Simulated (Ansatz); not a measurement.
Gas-phase electronic energies from Ansatz, PBE0-D4/def2-TZVP geometries. CCSD(T)/CBS is the MP2 limit (def2-TZVPP, def2-QZVPP) plus CCSD(T) − MP2 in def2-TZVPP, frozen cores. Functionals use def2-TZVPP. B3LYP here is the variant with VWN-RPA as its local correlation; programs differ in this. def2 core potentials past Kr. For Sn outer-core shells are correlated without core-valence functions, which leaves a few kJ/mol of doubt a bond. One conformer a species, not always the lowest.

Consider the substitution at a C–Sn bond: `[OH][SnH2][CH2][SiH3]` + `BCS` → `BCSC[SiH3]` + `[OH][SnH3]`.

Problem. Is it downhill or uphill in electronic energy at CCSD(T)/CBS, and by how much? (An estimate is asked.)

Solution. The calculation gave: Uphill: ΔE = +11.3 kcal/mol.

Problem. What do these levels give: PBE0-D4, B3LYP-D4, ωB97X-V, ωB97M-V, PBE, r2SCAN, PBE0, CCSD/def2-TZVPP, SCS-MP2/def2-QZVPP, HF/CBS(def2), MP2/CBS(def2), CCSD/CBS(def2)? (Best estimate.)

Solution. Computed: PBE0-D4 8.9, B3LYP-D4 8.9, ωB97X-V 9.1, ωB97M-V 9.4, PBE 8.9, r2SCAN 9.5, PBE0 9.2, CCSD/def2-TZVPP 10.9, SCS-MP2/def2-QZVPP 11.0, HF/CBS(def2) 9.5, MP2/CBS(def2) 11.7, CCSD/CBS(def2) 11.4 kcal/mol.

Largest T1 diagnostic among the species: 0.014.

In def2-TZVPP, CCSD(T) changes the Hartree–Fock value by +1.4 kcal/mol (the triples alone add −0.1 kcal/mol) and MP2 by +1.8 kcal/mol.
